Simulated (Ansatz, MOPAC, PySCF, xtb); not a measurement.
Complex: H2S (SMILES S) (first 3 atoms) with ClH3Si (SMILES [SiH3]Cl); geometry from B3LYP-D3(BJ)/def2-TZVP.
(charge 0, multiplicity 1):
| atom | x (Å) | y (Å) | z (Å) |
|---|---|---|---|
| S | 1.2014 | -0.0802 | -0.5346 |
| H | -0.0448 | -0.5280 | -0.3149 |
| H | 0.8454 | 1.1874 | -0.2732 |
| Si | 0.7098 | 0.0734 | 3.2333 |
| Cl | -0.9853 | 0.9631 | 2.4355 |
| H | 0.7806 | -1.3182 | 2.7548 |
| H | 0.5689 | 0.1063 | 4.7032 |
| H | 1.8904 | 0.8478 | 2.8126 |

Interaction energies are E(AB) − E(A) − E(B) at the monomers' geometry in the complex; basis-set methods are counterpoise corrected. Rows marked so take none.

Rows in 6-31G* carry no dispersion term and start afresh at each structure (6-31G* with six Cartesian d functions). The state that PM3 reach isn't checked.

Programs: Ansatz (a first-principles code); MOPAC for PM3 (differences of heats of formation); PySCF for 6-31G* rows; xtb for the GFN methods. Values without a source in brackets are computed.

Task: One of these levels gives -1.41 kcal/mol for the interaction energy. Name it.
A. M06-2X/6-31G* (no counterpoise)
B. PBE/def2-TZVPPD
C. GFN-FF
D. PM3

Result: C, GFN-FF. The others give 0.24 (PM3), -0.87 (PBE/def2-TZVPPD), -3.15 (M06-2X/6-31G* (no counterpoise))
